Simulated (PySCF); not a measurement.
Input of a run (PBE0-D3(BJ)/def2-SVP geometry optimisation, gas phase (PySCF 2.14.0)), started from GFN2-xTB:
```
{"job": {"xc": "PBE0", "basis": "def2-SVP", "d3": "d3bj", "grid": 1, "maxiter": 30, "shake": 0.01, "kind": "geom"}, "charge": 0, "multiplicity": 1}
F     -1.626900    -0.623540     1.137200
Si    -0.798030     0.104470    -0.048190
As     1.373680     0.114490     0.706710
H     -1.105030    -0.689910    -1.221870
H     -1.399850     1.429890    -0.159170
H      1.871670     0.833620    -0.520510
H      1.718430    -1.198120     0.055900
```

Output (energies in Eh, forces in Eh/bohr):
```
step   0  E = -2626.72676557  max force = 0.016240
step   1  E = -2626.73045876  max force = 0.005827
step   2  E = -2626.73094303  max force = 0.001402
step   3  E = -2626.73095860  max force = 0.000403
step   4  E = -2626.73096802  max force = 0.000522
step   5  E = -2626.73097442  max force = 0.000808
step   6  E = -2626.73098318  max force = 0.000662
step   7  E = -2626.73099048  max force = 0.000260
optimisation converged
```

Q: Summarise the run.

A: The energy falls by 2.7 kcal/mol over 8 energy and gradient evaluations, the largest force component goes from 0.0162 to 2.6e-04 Eh/bohr, and the atoms move by 0.089 Å rms after alignment. The bond that changes most is Si2–As3 (ends: fluorine-bound silicon; arsenic bonded to Si and 2 H), which lengthens by 0.059 Å. Bonds longer at the end by more than 0.005 Å: 6 of 6; shorter: 0. Among the angles that change most is As3–Si2–H5, from 114.2° to 108.3°. Among the dihedrals that turn most is H4–Si2–As3–H7, from -23° to -33°. The energy never rose by more than 1e-6 Eh on the way. The first step brought 87 % of the lowering.

Q: What are the final bond lengths?

A: F1–Si2 1.629 Å, Si2–As3 2.358 Å, Si2–H4 1.491 Å, Si2–H5 1.491 Å, As3–H6 1.528 Å, As3–H7 1.525 Å. Numbering counts from 1 in the input's order; the species is `[SiH2](F)[AsH2]`.

The run used 84 basis functions and 46 SCF cycles in all. Time: 17 s; peak memory 0.36 GiB. Hardware: an Arm Neoverse V1 with one thread (shared host).

Not checked by PBE0-D3(BJ)/def2-SVP frequencies. The numbers are those of one conformer.
